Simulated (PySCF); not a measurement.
# Radial density of Cl⁺ (chlorine, charge +1)

PW91, [Ne] 3s1 3p4 4s1, high-spin 5P determinant (an excited configuration). Computed with PySCF 2.14 in dyall-acv3z (19s12p6d4f, 113 functions), with no relativity, point nucleus.

```
r (bohr)  4πr²ρ (e/bohr)  4πr²(ρα − ρβ)
 0.00143         0.07899         0.0004
 0.00241          0.2162         0.0010
 0.00405          0.5783         0.0027
 0.00682           1.489         0.0069
  0.0115           3.598         0.0166
  0.0193           7.807         0.0357
  0.0324           14.18         0.0635
  0.0546           19.27         0.0842
  0.0918           17.31         0.1002
   0.154           13.32         0.2629
   0.260           18.16         0.5570
   0.437           15.41         0.1541
   0.735           4.523         0.5639
    1.24           3.918         2.4397
    2.08           1.881         1.1266
    3.50          0.3985         0.3356
    5.88         0.07999         0.0795
    9.89       0.0003598         0.0004
```

⟨L²⟩ = 3.45 against 2 for a pure P term, so this real determinant mixes terms. The outer electron is Rydberg-like, and this basis confines it to a smaller radius and binds it less than a complete one would.
